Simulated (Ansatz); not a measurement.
Consider the substitution at a C–Al bond: `[CH3][AlH][SnH2][OH]` + `CB(N)S` → `CSB(C)N` + `[OH][SnH2][AlH2]`.

Computed with Ansatz on PBE0-D4/def2-TZVP structures; ΔE is electronic, products minus reactants. CCSD(T)/CBS adds triple-zeta CCSD(T) − MP2 to the extrapolated MP2 energy (def2 sets, frozen cores). DFT in def2-TZVPP. def2 core potentials past Kr. For Sn outer-core shells are correlated without core-valence functions, which leaves a few kJ/mol of doubt a bond. Each species was taken in one conformer, which may not be the lowest.

**Question.** Is it downhill or uphill in electronic energy at CCSD(T)/CBS, and by how much? (An estimate is asked.)

**Answer.** Ansatz gave: Uphill: ΔE = +0.65 eV.

**Question.** What do these levels give: PBE0-D4, ωB97M-V, PBE, r2SCAN, PBE0, SCS-MP2/def2-TZVPP? (An estimate is asked.)

**Answer.** Computed: PBE0-D4 0.64, ωB97M-V 0.66, PBE 0.65, r2SCAN 0.67, PBE0 0.65, SCS-MP2/def2-TZVPP 0.64 eV.

Largest T1 diagnostic among the species: 0.014.

In def2-TZVPP, CCSD(T) changes the Hartree–Fock value by +0.03 eV (the triples alone add −0.01 eV) and MP2 by +0.04 eV. The D4 term adds −0.03 eV with B3LYP and −0.02 eV with PBE0; it sums over pairs of atoms, weighted by their polarisabilities, and B3LYP, whose exchange is more repulsive, gets the larger term.

B3LYP here is the variant with VWN-RPA as its local correlation; programs differ in this.
